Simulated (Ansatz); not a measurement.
A structure relaxed at PBE0-D4/def2-TZVP, charge 0, multiplicity 1:

Cartesian coordinates in Å:
```
N -0.3836 -1.8179 0.8616
Zr 0.0002 0.0001 -0.0005
N -1.7279 1.0941 -0.1122
N 1.3790 0.9912 1.1456
N 0.7321 -0.2677 -1.8948
H -1.2866 -2.2390 1.0281
H 0.3261 -2.4087 1.2744
H -1.9887 1.8875 0.4562
H -2.4320 0.9680 -0.8275
H 1.3782 0.9911 2.1571
H 2.2043 1.4785 0.8266
H 0.7326 0.4501 -2.6075
H 1.0662 -1.1273 -2.3069
```

Problem. Give its formula and SMILES.

Solution. H8N4Zr, `[NH2][Zr]([NH2])([NH2])[NH2]`.

Problem. Point group (tolerance 0.08 Å, 0.16 Å for H)?

Solution. S4.

Problem. Summarise the bond lengths by kind.

Solution. 4 × N–Zr 2.048 to 2.049 Å; 8 × H–N 1.010 to 1.012 Å.

Program: Ansatz 0.2.0.
